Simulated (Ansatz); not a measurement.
`[CH3][Al]([SiH3])[SH]`. Charge 0, multiplicity 1. The geometry is a stationary point of PBE0-D4/def2-TZVP. It is one conformer, not always the lowest.

```xyz
11

C    -1.242    1.326    0.469
Al    0.202    0.279   -0.318
Si    0.754   -2.023    0.316
S     1.472    1.133   -1.886
H    -1.122    1.393    1.555
H    -2.207    0.840    0.290
H    -1.298    2.342    0.072
H     1.903   -2.569   -0.461
H    -0.410   -2.932    0.100
H     1.105   -2.110    1.764
H     0.842    2.321   -1.901
```

(1) What is the dipole moment at ωB97M-V/def2-TZVPP? (An estimate is asked.)

(2) And with PBE, r2SCAN, B3LYP? (Best estimate.)

(3) Give the Mulliken charges with ωB97M-V, r2SCAN, PBE in def2-TZVPP. (An estimate is asked.)

Answers

(1) Computed: 1.89 D, with components (-1.38, 1.09, 0.71) D in this frame, pointing from negative to positive charge.

(2) The calculation gave: PBE 1.85 D, r2SCAN 1.90 D, B3LYP 1.85 D.

(3) The calculation gave: 
| atom | ωB97M-V | r2SCAN | PBE |
| --- | --- | --- | --- |
| C1 | -0.50 | -0.38 | -0.42 |
| Al2 | 0.47 | 0.55 | 0.44 |
| Si3 | -0.08 | 0.00 | -0.05 |
| S4 | -0.27 | -0.28 | -0.26 |
| H5 | 0.12 | 0.07 | 0.10 |
| H6 | 0.12 | 0.07 | 0.10 |
| H7 | 0.11 | 0.06 | 0.09 |
| H8 | -0.02 | -0.06 | -0.04 |
| H9 | -0.03 | -0.07 | -0.04 |
| H10 | -0.03 | -0.07 | -0.04 |
| H11 | 0.11 | 0.11 | 0.11 |

B3LYP here is the variant with VWN-RPA as its local correlation; programs differ in this.
